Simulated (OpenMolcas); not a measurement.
# V2+: effect of the basis set

| Quantity | Value |
| --- | --- |
| Program | OpenMolcas |
| Method | MS-RASPT2, IPEA 0.25 Eh, imaginary shift 0.1 Eh (closed shells correlated: 3s) |
| Active space | 9 electrons in 8 orbitals (RAS1 3p, at most 2 holes; RAS2 3d) |
| State averaging | 2S+1 = 4 even, 10 roots; 2S+1 = 2 even, 40 roots |
| Spin-orbit coupling | RASSI with atomic mean-field integrals over the reference wave functions, term energies averaged over their components |

A. ANO-RCC-VTZP [6s5p3d2f1g], DKH2, point nucleus; CASPT2 step about 40 core-seconds
B. ANO-R2 [6s4p4d2f1g], X2C, finite nucleus; CASPT2 step of the order of 27 core-seconds
C. ANO-RCC-VQZP [7s6p4d3f2g1h], DKH2, point nucleus; CASPT2 step about 50 core-seconds

Energies in eV above 3d³ ⁴F_3/2, the measured ground level; measured values from Sugar and Corliss, J. Phys. Chem. Ref. Data 7, 1191 (1978).

```
        Level       A       B       C  Measured
   3d³ ⁴F_3/2  0.0000  0.0000  0.0000    0.0000
   3d³ ⁴F_5/2  0.0204  0.0199  0.0203    0.0180
   3d³ ⁴F_7/2  0.0483  0.0472  0.0481    0.0423
   3d³ ⁴F_9/2  0.0832  0.0813  0.0828    0.0724
   3d³ ⁴P_1/2   1.500   1.491   1.494    1.4275
   3d³ ⁴P_3/2   1.509   1.499   1.503    1.4372
   3d³ ²G_7/2   1.515   1.494   1.469    1.4836
   3d³ ⁴P_5/2   1.533   1.523   1.528    1.4593
   3d³ ²G_9/2   1.545   1.524   1.499    1.5110
   3d³ ²P_1/2   1.949   1.921   1.907    1.9316
   3d³ ²P_3/2   1.956   1.928   1.914    1.9280
3d³ ²D_3/2(1)   2.092   2.062   2.046    2.0247
3d³ ²D_5/2(1)   2.111   2.081   2.065    2.0302
   3d³ ²H_9/2   2.134   2.109   2.077    2.0843
  3d³ ²H_11/2   2.157   2.132   2.100    2.1050
   3d³ ²F_7/2   3.534   3.498   3.469    3.4378
   3d³ ²F_5/2   3.547   3.510   3.481    3.4526
3d³ ²D_5/2(2)   5.417   5.352   5.318    5.2405
3d³ ²D_3/2(2)   5.433   5.368   5.334    5.2534
```

Deviations, from unrounded energies. A percentage is the sum of absolute deviations over the sum of measured energies, with the sign that they share, or ± where signs differ.

```tsv
Against measurement	Levels	A	B	C
mean absolute deviation (cm-1)	18	510	320	260
fine structure of the ground term (%)	3	+14.3	+11.8	+13.9
other terms of the ground configuration (%)	15	+3.1	±1.9	±1.5
```

C lies closest to measurement on these levels and A furthest from it. The largest miss of C in the table is 3d³ ²D_3/2(2), by +650 cm-1. The ranking rests on the paired levels alone, and a cruder setting can come out closer through cancelling errors.

The two smallest mean deviations differ by little beside CASPT2's spread within terms, so their order carries little weight.

Among A to C the level of the table that moves most is 3d³ ²D_5/2(2), by 800 cm-1 (lowest in C, highest in A). Moves below CASPT2's spread within the term are not significant.

CASPT2 does not keep the components of a term degenerate, so their means are used; among the terms shown or strongly mixed into the levels shown the widest spread is 1400 cm-1 (3d³ ⁴F, B). Some levels mix across a computed gap that differs much from the measured one, so their mixing is not that of the real levels. Active for correlation alone: 3p; no level in the range computed is led by a configuration that opens it, so any true level of that kind is missing. The CASPT2 spread within a term exceeds the gap to the next term for 3d³ ⁴P and 3d³ ²G, 3d³ ²D(1) and 3d³ ²H, so the order of their levels is uncertain (figures for A; the like holds for B, C). Computed and measured levels are paired by configuration, term and J; levels that our copy of the source lacks, or whose pairing is in doubt (as where it misses far off the trend of its configuration), stay unpaired and out of the deviations. Only configurations of the active space appear.

A number in round brackets counts repeated terms of one configuration in the order of the reference energies.
